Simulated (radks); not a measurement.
Species: Lu. Configuration: [Xe] 4f14 6s2 6p1 (not the ground configuration).

All-electron calculation, scalar-relativistic Kohn-Sham, exchange-only LDA, spin-polarised, spherical densities, point nucleus; open shells are filled with parallel spins first (spin-orbit coupling, left out, can overturn this in heavy ions). Program: a radial shooting solver on a logarithmic mesh with Libxc functionals.

Energy parts (eV):
part                  energy
total             -395850.45
kinetic            432655.90
electron-nucleus  -975883.01
Hartree            155101.07
exchange            -7724.41

Orbitals (lengths in bohr, moments of r in powers of bohr; <r^-3> diverges for s and p1/2):
orbital  occ.  eigenvalue (eV)  <r^-3>
1s up       1        -63191.85       -
1s down     1        -63191.85       -
2s up       1        -10758.89       -
2s down     1        -10758.89       -
2p up       3        -9468.563   16850
2p down     3        -9468.560   16850
3s up       1        -2438.819       -
3s down     1        -2438.818       -
3p up       3        -2051.686    3694
3p down     3        -2051.685    3694
3d up       5        -1586.142   483.2
3d down     5        -1586.141   483.2
4s up       1        -486.1779       -
4s down     1        -486.1763       -
4p up       3        -359.1010   845.3
4p down     3        -359.0987   845.3
4d up       5        -193.3724   93.29
4d down     5        -193.3687   93.29
4f up       7         -11.5443   13.89
4f down     7         -11.5329   13.90
5s up       1         -63.0915       -
5s down     1         -63.0664       -
5p up       3         -33.6061   107.7
5p down     3         -33.5707   107.8
5d up       0          -3.0593   3.665
5d down     0          -2.7440   3.960
6s up       1          -5.5293       -
6s down     1          -4.9158       -
6p up       1          -1.8370   6.121
6p down     0          -1.0023   6.545
7s up       0          -0.3149       -

The highest occupied level is 6p up at -1.837 eV. The configuration is held as typed, so some empty levels lie below it. The density falls to 0.001 e/bohr^3 at r = 5.32 bohr. Spin moment in Bohr magnetons: 1.
